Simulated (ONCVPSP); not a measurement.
Al (Z = 13): variants of one ONCV potential

Base potential:

* Element: aluminium (Al)
* Generator: ONCVPSP 4.0.1
* Type: optimised norm-conserving Vanderbilt (ONCV)
* Functional: Wu-Cohen
* Relativity: scalar-relativistic
* Frozen core: [Ne]
* Valence charge: 3
* Reference configuration: 3s2 3p1
* Partial waves: 3s: rc 1.50 bohr, ncon 3, nbas 8, qcut 5.2 1/bohr, 2 projectors, debl 1.9 Ha; 3p: rc 1.75 bohr, ncon 5, nbas 8, qcut 5.3 1/bohr, 2 projectors, debl 2 Ha
* Local potential: polynomial inside 1.15 bohr (lpopt 4, dvloc0 0 Ha)
* Core correction: polynomial model core, fcfact 0.35

Cutoffs, loose and tight: the cutoffs (Ha) at which the residual kinetic energy of the hardest occupied pseudo-wave falls to 1 and 0.1 mHa per electron. They do not see the model core or the augmentation charge, which bear on the density cutoff. Test errors are all-electron minus pseudo excitation energies from the reference, over the configurations 3s2 3p0; 3s1 3p0; 3s2 3p0.5; 3s1 3p2. A dash means not determined; rows that change the core or the reference have their own tests.

For the base: The cutoffs count occupied waves only; projector 2 of the p channel, the hardest unoccupied one, needs 74 Ha at the loose tolerance.

A true bound ghost makes a file unfit for plane-wave use even where its test errors are small: the radial tests pick states by their node count and pass the ghost by.

```tsv
change	outcome	cutoff, loose	cutoff, tight	bound ghosts	GHOST(+) flags above zero	largest test error (meV)
base	generated	15 Ha	55 Ha	s, p	none	-7.4
p: qcut 3.1	generated	31 Ha	59 Ha	s, p	p	-6.9
p: qcut 3.9	generated	29 Ha	59 Ha	s, p	p	-7.0
p: qcut 4.8	generated	22 Ha	57 Ha	s, p	none	-7.3
p: qcut 5.5	generated	15 Ha	54 Ha	s, p	none	-7.5
p: qcut 6.5	generated	17 Ha	31 Ha	s, p	none	-7.9
p: qcut 7	generated	18 Ha	24 Ha	s, p	none	-8.1
p: qcut 8	generated	22 Ha	27 Ha	s, p	none	-8.5
```

Reading the sweep of the qcut of the p channel (base included, trends over the rows without a ghost): Bound ghosts are found at 3.1, 3.9, 4.8, 5.3, 5.5, 6.5, 7, 8 1/bohr. Every judged row has one, so this setting neither creates nor removes them.
